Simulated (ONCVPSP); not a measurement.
**u(r) = r·R(r): atom against pseudo-atom (C)**

Columns: radius, all-electron u(r) and pseudo u(r) of the 2s shell (level -13.65 eV) of carbon in the configuration [He] 2s2 2p2; PBEsol, scalar-relativistic, ONCV scheme, ONCVPSP 4.0.1.

```
r (bohr)  all-electron  pseudo
   0.135       -0.3496  0.0895
   0.270       -0.2087  0.1914
   0.405        0.0554  0.2993
   0.540        0.3108  0.4070
   0.675        0.5157  0.5232
   0.810        0.6626  0.6464
   0.945        0.7557  0.7480
   1.080        0.8042  0.8035
   1.215        0.8184  0.8184
   1.350        0.8074  0.8074
   1.485        0.7789  0.7789
   1.620        0.7389  0.7389
   1.755        0.6920  0.6920
   1.890        0.6415  0.6415
   2.025        0.5898  0.5898
   2.160        0.5387  0.5387
   2.295        0.4893  0.4893
   2.430        0.4424  0.4424
   2.565        0.3984  0.3984
   2.700        0.3576  0.3576
   2.835        0.3201  0.3201
   2.970        0.2858  0.2858
   3.105        0.2547  0.2547
   3.240        0.2265  0.2265
   3.375        0.2012  0.2012
   3.510        0.1784  0.1784
```

(1) How many radial nodes do the two functions have?

(2) At about which radius was the pseudo-wave matched?

(3) Where does each function peak?

(4) Is the pseudo-wave norm-conserving?

## Answers

(1) The all-electron 2s function has n − l − 1 = 1; the pseudo-wave has 0, since the states of the same l below it are removed with the core.

(2) 1.20 bohr, where the columns begin to agree (steps of 0.14 bohr).

(3) Outermost all-electron maximum near 1.22 bohr, pseudo maximum near 1.22 bohr (to the table’s step).

(4) Yes: the ONCV scheme keeps the norm inside the radius equal to the all-electron one, which fixes the energy derivative of the logarithmic derivative at the level.
